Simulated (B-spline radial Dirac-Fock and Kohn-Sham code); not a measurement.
**Magnetic form factor of the 3d shell of Hg⁵⁹⁺**

System: the Hg⁵⁹⁺ ion in the configuration [Ar] 3d3.

Input of the calculation (task.json; shells as n, l, electrons):

```json
{"items": [{
  "Z": 80,
  "q": 59,
  "cfg": [[1, 0, 2], [2, 0, 2], [2, 1, 6], [3, 0, 2], [3, 1, 6], [3, 2, 3]],
  "A": 202,
  "rrms": 5.4648,
  "do": ["scatter"],
  "s": [0.0, 0.05, 0.1, 0.15, 0.2, 0.25, 0.3, 0.35, 0.4, 0.45, 0.5, 0.6, 0.7, 0.8, 0.9, 1.0, 1.1, 1.2, 1.4, 1.6, 1.8, 2.0, 2.5, 3.0, 3.5, 4.0, 5.0, 6.0],
  "pz": [0, 0.1, 0.14, 0.2, 0.28, 0.39, 0.55, 0.77, 1.1, 1.5, 2.1, 3.0, 4.2, 6.0, 8.4, 12.0, 17.0, 23.0, 33.0, 46.0, 65.0],
  "hv_scatter": [1000, 2000, 5000, 10000, 17479.3, 30000, 100000, 500000]
}]}
```

Run with: `python xray_run.py task.json out`

These are calculated numbers from a radial atomic solver; the model is Dirac-Fock orbitals of the configuration average with a finite nucleus. ⟨j_K⟩ is the integral of the 3d radial density with the spherical Bessel function j_K(4πsr), s = sin θ/λ.

```
s (Å⁻¹)    ⟨j0⟩    ⟨j2⟩    ⟨j4⟩
      0  1.0000  0.0000  0.0000
   0.05  0.9995  0.0002  0.0000
    0.1  0.9980  0.0008  0.0000
   0.15  0.9956  0.0018  0.0000
    0.2  0.9922  0.0031  0.0000
   0.25  0.9878  0.0049  0.0000
    0.3  0.9825  0.0070  0.0000
   0.35  0.9762  0.0095  0.0000
    0.4  0.9690  0.0123  0.0001
   0.45  0.9610  0.0155  0.0001
    0.5  0.9520  0.0190  0.0001
    0.6  0.9316  0.0269  0.0003
    0.7  0.9081  0.0360  0.0006
    0.8  0.8817  0.0461  0.0009
    0.9  0.8527  0.0569  0.0014
      1  0.8214  0.0685  0.0022
    1.1  0.7881  0.0805  0.0031
    1.2  0.7532  0.0928  0.0042
    1.4  0.6797  0.1178  0.0073
    1.6  0.6035  0.1420  0.0115
```

Radial moments of the shell: ⟨r²⟩ = 0.02669, ⟨r⁴⟩ = 0.001188, ⟨r⁶⟩ = 7.954e-05 in powers of bohr.
